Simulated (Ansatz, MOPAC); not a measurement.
System: GeCl2F, charge 0, multiplicity 2. SMILES: [F][Ge]([Cl])[Cl]

Atoms: F1, Ge2, Cl3, Cl4. Bonds: F1-Ge2, Ge2-Cl3, Ge2-Cl4.

Bond lengths (Å) and angles (degrees) optimised at PM6 with MOPAC; PBE/6-31G* with LANL2DZ past Ar with Ansatz (a first-principles code); B3LYP/LANL2DZ with Ansatz; MP2/6-31G* with LANL2DZ past Ar with Ansatz, each started from the B3LYP-D3(BJ)/def2-TZVP structure (Ansatz) of the last column. A row stands for all coordinates that are equal there. 6-31G* holds six Cartesian d functions. No wavenumbers were computed at PBE/6-31G* with LANL2DZ past Ar, B3LYP/LANL2DZ, MP2/6-31G* with LANL2DZ past Ar, so these may be saddle points.

```
coordinate     PM6  PBE/6-31G* with LANL2DZ past Ar  B3LYP/LANL2DZ  MP2/6-31G* with LANL2DZ past Ar  B3LYP-D3(BJ)/def2-TZVP
-----------  -----  -------------------------------  -------------  -------------------------------  ----------------------
F1-Ge2       1.713                            1.731          1.775                            1.700                   1.744
Ge2-Cl3      2.112                            2.223          2.277                            2.183                   2.170
F1-Ge2-Cl3   103.9                            107.5          106.3                            107.3                   106.2
Cl3-Ge2-Cl4  123.0                            109.7          111.0                            109.5                   110.7
```

Mean signed difference of all 3 bond lengths from B3LYP-D3(BJ)/def2-TZVP: PM6 -0.049 Å, PBE/6-31G* with LANL2DZ past Ar 0.031 Å, B3LYP/LANL2DZ 0.082 Å, MP2/6-31G* with LANL2DZ past Ar -0.006 Å.
